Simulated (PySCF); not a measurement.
# Assignment exercise: C6H11N

Atoms are numbered as in `[CH3:1][N:2]=[C:3]1[CH2:4][CH:5]([CH3:6])[CH2:7]1` (H(Xn): hydrogen on atom n). Ha(C4), Ha(C7) are cis to C6 on the ring; Hb(C4), Hb(C7) are trans to C6 on the ring.

Computational details: shielding tensors at PBE0/pcSseg-1 (GIAO), structure optimised with GFN2-xTB, in PySCF 2.14 (no relativistic terms, equivalent nuclei averaged, no solvent, one computed conformer).

References, each an isolated molecule treated in the same way: TMS for 13C, 1H.

(1) Assign these signals to the numbered atoms. 13C{1H} NMR (computed): δ 169.4 (C), 46.6 (CH2), 42.3 (CH3), 40.4 (CH2), 24.7 (CH3), 22.6 (CH).

(2) Assign these signals to the numbered atoms. 1H NMR (600 MHz, computed): δ 3.44 (s, 3H), 3.13 (m, 1H), 3.05 (m, 1H), 2.46 (m, 1H), 2.28 (m, 1H), 2.27 (m, 1H), 1.21 (d, 3H).

Answers

(1) 
169.4 → C3, C=N carbon
46.6 → C4, sp3 CH2 in a ring: a saturated carbon with 2 carbon neighbours and no heteroatom attached
42.3 → C1, methyl carbon bonded to N: pulled downfield by the heteroatom
40.4 → C7, sp3 CH2 in a ring: aliphatic region, no heteroatom directly attached
24.7 → C6, methyl carbon: saturated and bonded to C and H only
22.6 → C5, sp3 CH in a ring: a saturated carbon with 3 carbon neighbours and no heteroatom attached

C1 and C7 lie closer than the usual error of such a calculation, so a measured spectrum could show them in the other order.

(2) 
| δ (ppm) | atoms | environment | reason |
| --- | --- | --- | --- |
| 3.44 | H(C1) | hydrogen on a methyl carbon bonded to N | its carbon carries N, which withdraws density |
| 3.13 | Hb(C4) | hydrogen on an sp3 CH2 in a ring | – |
| 3.05 | Hb(C7) | hydrogen on an sp3 CH2 in a ring | – |
| 2.46 | Ha(C4) | hydrogen on an sp3 CH2 in a ring | – |
| 2.28 | H(C5) | hydrogen on an sp3 CH in a ring | – |
| 2.27 | Ha(C7) | hydrogen on an sp3 CH2 in a ring | – |
| 1.21 | H(C6) | hydrogen on a methyl carbon | far from electronegative atoms and π systems |

Hb(C4) and Hb(C7); H(C5) and Ha(C7) lie closer than the usual error of such a calculation, so a measured spectrum could show them in the other order.

Shifts are as computed. Against solution values, carbons near 30 ppm lie about +3 ppm off and those near 130 ppm about +5 ppm. Of 1211 compounds with measured shifts, 218 miss one by over three times the rms of a fit or turn the order of signals round; such compounds aren't used in these exercises. Multiplicities follow the n + 1 count of equivalent neighbours, as no J values were calculated; m marks all less simple cases, F and P coupling included.
